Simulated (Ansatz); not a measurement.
Input for Ansatz (development build ahead of 0.2.0):

```yaml
crystal:
  periodic: [false, false, false]
  atoms:
    - { symbol: H, position_ang: [2.24713, 0.00271, -0.00625] }
    - { symbol: H, position_ang: [2.03539, 0.9676, -0.00719] }
    - { symbol: H, position_ang: [1.39747, 1.75379, -0.0041] }
    - { symbol: H, position_ang: [0.51003, 2.1908, -0.00353] }
    - { symbol: H, position_ang: [-0.50613, 2.18536, -0.00823] }
    - { symbol: H, position_ang: [-1.39718, 1.76134, 0.00017] }
    - { symbol: H, position_ang: [-2.02202, 0.98174, 0.00848] }
    - { symbol: H, position_ang: [-2.25094, 0.00137, -0.00622] }
    - { symbol: H, position_ang: [-2.03238, -0.9759, -0.00681] }
    - { symbol: H, position_ang: [-1.39982, -1.75611, -0.00589] }
    - { symbol: H, position_ang: [-0.49114, -2.18433, -0.00144] }
    - { symbol: H, position_ang: [0.50205, -2.19579, -0.00923] }
    - { symbol: H, position_ang: [1.40567, -1.76726, -0.00855] }
    - { symbol: H, position_ang: [2.03422, -0.96689, -0.00777] }
basis:
  gaussian: { orbitals: def2-SVP }
hamiltonian:
  xc: hf
```

The input is written out in the form of the current development build from the run's settings.

Results

```yaml
Converged: yes
Total_energy: -7.52812 hartree
Spin_squared_of_the_determinant: 0.000
```

Caution: stretched shape with no unrestricted run beside it, a lower state can exist.
